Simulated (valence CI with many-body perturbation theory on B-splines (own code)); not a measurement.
The numbers below are computed, except where a source is named.
**Sn XXXVIII: magnetic and hyperfine properties of the levels**

Method: relativistic CI+MBPT: three valence electrons over a frozen Dirac-Fock core [Ne], a basis of 11 s, 11 p, 10 d, 8 f, 5 g, 2 h functions for each j, with the one-electron correlation potential Σ1 (screened to all orders), the two-electron term Σ2, the three-electron term Σ3, Breit, model QED; selected single and double excitations, second order for the rest, scaled by the run's own slope (own B-spline code, finite nucleus).

No measured spectrum was set against this ion. As an estimate, large intervals hold to a few tenths of a per cent, small ones and those within an open d or f shell to about a per cent.

A/g_I is the dipole constant over the nuclear g factor μ/I (μ in nuclear magnetons, uniformly magnetised nucleus), B/Q the quadrupole constant per barn. Both hold the static response of the core; the bare values leave it out. Large factors of s and p1/2 electrons are usually good to 5 to 10 %; those of open d and f shells near neutrality can be off by tens of per cent, and small factors of p3/2, d and f electrons come from cancelling terms and can be off by a factor of two or in sign, in half-filled shells by more. B is blank for J = 1/2, where it vanishes, and for nearly pure S terms. Energies count from the lowest level.

Levels are named by their leading jj configuration (3d3/2^4 stands for four electrons in 3d with j = 3/2), which in mixed levels can hold well under half, so a name can repeat and another be missing. Letters in brackets count levels of one name in rising energy.

```csv
Level,E (eV),g,A/g_I (MHz),A/g_I bare,B/Q (MHz/b),B/Q bare
(3s^2 3p1/2) J=1/2,0.00,0.659,343000,334000,,
(3s^2 3p3/2) J=3/2,57.58,1.329,56400,56200,104000,102000
(3s 3p1/2^2) J=1/2,89.57,2.367,974000,948000,,
(3s 3p1/2 3p3/2) J=3/2 [a],132.39,1.680,270000,265000,84600,82900
(3s 3p1/2 3p3/2) J=5/2,142.18,1.396,307000,300000,41400,40600
(3s 3p1/2 3p3/2) J=3/2 [b],156.27,0.912,6140,7240,86000,84400
(3s 3p1/2 3p3/2) J=1/2,164.67,1.160,-224000,-216000,,
(3s 3p3/2^2) J=5/2,191.23,1.360,188000,184000,24300,24300
(3s^2 3d3/2) J=3/2,197.66,0.868,13300,14600,6410,7190
(3s^2 3d5/2) J=5/2,215.90,1.229,102000,100000,62200,61900
(3s 3p3/2^2) J=1/2,222.68,1.793,1060000,1030000,,
(3s 3p3/2^2) J=3/2,227.55,1.186,-131000,-125000,-33500,-32800
(3p1/2^2 3p3/2) J=3/2,249.03,1.245,36700,38000,86400,84900
(3s 3p1/2 3d3/2) J=3/2 [a],262.64,0.521,-88000,-84600,28700,28900
(3s 3p1/2 3d3/2) J=5/2,268.61,1.062,257000,251000,-7480,-6410
(3s 3p1/2 3d5/2) J=5/2 [a],282.99,1.287,75200,74900,1500,2660
(3s 3p1/2 3d3/2) J=1/2,284.58,0.326,-400000,-387000,,
(3s 3p1/2 3d3/2) J=3/2 [b],285.02,1.335,184000,181000,17300,17100
(3s 3p1/2 3d5/2) J=7/2,288.09,1.258,197000,193000,-3870,-2420
(3p1/2 3p3/2^2) J=3/2 [a],290.71,1.357,-83100,-77600,-21900,-21100
(3s 3p1/2 3d5/2) J=5/2 [b],293.16,1.244,104000,103000,13600,14100
(3p1/2 3p3/2^2) J=5/2,310.90,1.009,81200,80000,67000,66300
(3p1/2 3p3/2^2) J=1/2,315.45,0.662,320000,309000,,
(3p1/2 3p3/2^2) J=3/2 [b],318.22,1.100,-45600,-42700,38900,38600
(3s 3p3/2 3d5/2) J=9/2,329.99,1.329,146000,144000,128000,127000
(3s 3p3/2 3d3/2) J=3/2 [a],330.13,1.396,209000,205000,-13000,-13300
(3s 3p3/2 3d3/2) J=5/2 [a],330.14,1.299,155000,152000,13100,12500
(3s 3p3/2 3d3/2) J=1/2 [a],330.72,2.363,545000,532000,,
(3s 3p3/2 3d3/2) J=7/2,331.56,1.336,173000,170000,46200,45700
(3s 3p3/2 3d5/2) J=3/2 [a],342.50,1.206,-67800,-63500,-49000,-48000
(3s 3p3/2 3d5/2) J=5/2 [a],345.14,1.322,217000,212000,-50600,-49300
(3s 3p3/2 3d3/2) J=3/2 [b],351.45,1.069,11000,12700,-60800,-59500
(3s 3p3/2 3d5/2) J=7/2 [a],354.63,1.155,49200,49300,120000,119000
(3s 3p3/2 3d3/2) J=5/2 [b],361.31,0.923,-47500,-44500,83700,83200
(3s 3p3/2 3d3/2) J=1/2 [b],362.70,0.619,-59900,-56900,,
(3s 3p3/2 3d5/2) J=7/2 [b],364.91,1.183,70300,69700,87200,86800
(3s 3p3/2 3d5/2) J=1/2,371.80,0.669,-95000,-91700,,
(3p1/2^2 3d3/2) J=3/2,376.55,0.738,33000,32600,14200,15000
(3s 3p3/2 3d5/2) J=3/2 [b],376.71,1.299,246000,240000,31700,31700
(3s 3p3/2 3d5/2) J=5/2 [b],378.25,1.127,-78700,-74500,-39800,-38300
```

Task: Take the isotope of mass number 119, with I = 1/2, μ = -1.0459 μN. What is the hyperfine structure of (3s 3p1/2 3p3/2) J=5/2?

Result: From the table A = -642000 MHz. Shifts from the centre of gravity in MHz: F = 2: 1120000, F = 3: -802000.
